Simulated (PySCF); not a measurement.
# Field gradients at the hydrogen positions

Compound: C6H8O2.
Z-matrix (Å and degrees, PBE0-D3(BJ)/def2-SVP geometry), rows numbered from 1:
```
C 
C   1  1.5128
O   2  1.4221  1  112.44
C   3  1.3268  2  118.42  1    72.67
C   4  1.3658  3  130.31  2  -163.02
C   5  1.4336  4  105.09  3  -177.21
C   6  1.3590  5  106.82  4    -0.39
O   4  1.3437  3  118.51  2    19.68
H   1  1.1004  2  110.03  3   175.57
H   1  1.1000  2  110.69  3    55.79
H   1  1.0999  2  111.12  3   -64.90
H   2  1.1019  1  111.05  3   123.30
H   2  1.0988  1  111.05  3  -116.59
H   5  1.0859  4  126.11  3     2.63
H   6  1.0882  5  127.00  4  -179.97
H   7  1.0854  6  134.31  5  -178.83
```

Level: PBE0/pcSseg-1 (PySCF, non-relativistic); Q(2H) = 0.00286 b; rigid geometry, the same for H and D, with no vibrational averaging.

Question: Rank these positions by the coupling χzz of a deuteron there, largest first.
A. H11 (methyl hydrogen)
B. H12 (methylene hydrogen)
C. H13 (methylene hydrogen)
D. H15 (aromatic hydrogen)

Answer: D (213 kHz), A (194 kHz), C (190 kHz), B (184 kHz).

Give the electric field gradient Vzz (the principal value of largest size), its asymmetry and the 2H coupling at each hydrogen.

```
atom  bonded to  bond length (Å)  Vzz (au)     η  χzz (kHz)
  H9         C1            1.100    0.2924  0.03        197
 H10         C1            1.100    0.2913  0.02        196
 H11         C1            1.100    0.2894  0.03        194
 H12         C2            1.102    0.2741  0.09        184
 H13         C2            1.099    0.2828  0.07        190
 H14         C5            1.086    0.3228  0.09        217
 H15         C6            1.088    0.3170  0.07        213
 H16         C7            1.085    0.3172  0.14        213
```

How does χzz go with the bond length over the 8 C–H bonds?

A straight-line fit has a slope of -16.1 kHz for each 0.01 Å, with a correlation coefficient of -0.95, over lengths from 1.085 to 1.102 Å. The longer bonds have the smaller couplings here.

Isolated species at its PBE0-D3(BJ)/def2-SVP geometry (one conformer only). A larger basis could move these couplings by a tenth or more.

The run behind these numbers computed NMR shieldings as well. Time: 22 s of wall time. Hardware: one thread, Arm Neoverse V1, on a shared host.
